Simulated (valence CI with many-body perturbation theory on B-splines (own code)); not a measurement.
**Ge²⁶⁺ in brief**

Method: valence CI with perturbative core correlation (CI+MBPT): four valence electrons over a frozen Dirac-Fock core [He], a basis of 11 s, 11 p, 9 d, 7 f, 5 g, 2 h, 1 i functions for each j, with the one-electron correlation potential Σ1, the two-electron term Σ2, the three-electron term Σ3, Breit, model QED; selected CI, second order for the rest (own B-spline code, finite nucleus).

The last digits are not significant, and no measured levels were compared; by estimate large intervals hold to a few tenths of a per cent, small ones and those within an open d or f shell to about a per cent. Among the levels kept, up to 270 cm⁻¹ of a level comes from second order outside the variational space, and about a tenth of that is noise between levels of different J, which matters for small intervals.

Levels are named by their leading jj configuration (3d3/2^4 stands for four electrons in 3d with j = 3/2), which in mixed levels can hold well under half, so a name can repeat and another be missing.

Rates and lifetimes use the calculated energies. Strong lines usually hold to 10 to 20 %, long lifetimes can be off by a factor of two.

**Question.** What is the ground level?

**Answer.** (2s^2 2p1/2^2) J=0, composition 82 % 2s²2p² ³P + 17 % 2s²2p² ¹S.

**Question.** How well does LS coupling describe the low levels?

**Answer.** Among the lowest 20 levels the leading LS term, summed over configurations, holds 75 % on average. For single configurations the figures are 75 % in LS and 85 % in jj coupling. Terms mix most in the J = 2 level at 1515.9 × 10³ cm⁻¹, where the leading one holds 43 %.

**Question.** What are the static dipole polarisabilities of the lowest levels?

**Answer.** (2s^2 2p1/2^2) J=0 0.00486; (2s^2 2p1/2 2p3/2) J=1 0.00538 (tensor 0.00028); (2s^2 2p1/2 2p3/2) J=2 0.00512 (tensor 0.00037) bohr³, of which the core gives 8.49e-06.

**Question.** Where does the other parity begin?

**Answer.** At (2s 2p1/2^2 2p3/2) J=2, 840.32 × 10³ cm⁻¹.

**Question.** What is the ionisation energy?

**Answer.** 2741.4 eV; NIST lists 2737.1 ± 2.3 eV (semi-empirical).
